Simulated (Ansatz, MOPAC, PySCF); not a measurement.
Complex: CH4 (SMILES C) (first 5 atoms) with H2S (SMILES S); geometry from B3LYP-D3(BJ)/def2-TZVP, rigid monomers moved along the line of their centres of mass till C1···H8 is 3.45 Å.
(charge 0, multiplicity 1):
| atom | x (Å) | y (Å) | z (Å) |
|---|---|---|---|
| C | -0.0080 | -0.0567 | 0.1689 |
| H | -0.8535 | 0.2177 | 0.7981 |
| H | -0.2160 | 0.2255 | -0.8621 |
| H | 0.8882 | 0.4591 | 0.5116 |
| H | 0.1503 | -1.1334 | 0.2223 |
| S | 0.4858 | -0.0887 | 4.5535 |
| H | 0.4230 | 1.0195 | 3.7989 |
| H | 0.5048 | -0.8869 | 3.4748 |

Monomers are frozen at their geometry in the pair; levels with a basis set take the counterpoise correction. Rows marked so take none.

Cores are frozen in the correlated methods. CBS(a, b) extrapolates the correlation energy as X⁻³ and adds the Hartree–Fock energy of set b. Rows in 6-311+G**, 6-31G*, STO-3G carry no dispersion term and start afresh at each structure (6-31G* with six Cartesian d functions). The state that AM1, PM7 reach isn't checked; PM7 holds dispersion and hydrogen-bond terms.

Run with Ansatz (Gaussian basis) for Hartree–Fock, density functionals and correlated methods; MOPAC for AM1, PM7 (differences of heats of formation); PySCF for 6-311+G** rows, 6-31G* rows, STO-3G rows, the dispersion terms. 

Other levels give for the interaction energy: PBE/def2-TZVPPD -0.32; B3LYP/def2-TZVPPD 0.09; B3LYP-D3(BJ)/def2-TZVPPD -0.59; wB97M-V/def2-TZVPPD -0.51; CCSD(T)/CBS(aug-cc-pV(D+d)Z, aug-cc-pV(T+d)Z) -0.59 kcal/mol.

Common cheap choices:

| level | interaction energy (kcal/mol) | less -0.59 (CCSD(T)/CBS(aug-cc-pV(D+d)Z, aug-cc-pV(T+d)Z)) |
|---|---|---|
| AM1 | 0.03 | 0.62 |
| PM7 | -0.54 | 0.06 |
| HF/STO-3G (no counterpoise) | 0.00 | 0.60 |
| HF/6-31G* (no counterpoise) | -0.05 | 0.54 |
| BP86/6-31G* (no counterpoise) | 0.19 | 0.78 |
| B3LYP/6-31G* (no counterpoise) | -0.06 | 0.54 |
| B3LYP/6-311+G** (no counterpoise) | -0.05 | 0.54 |
| M06-2X/6-31G* (no counterpoise) | -0.63 | -0.04 |

Ansatz is a quantum-chemistry and plane-wave program.
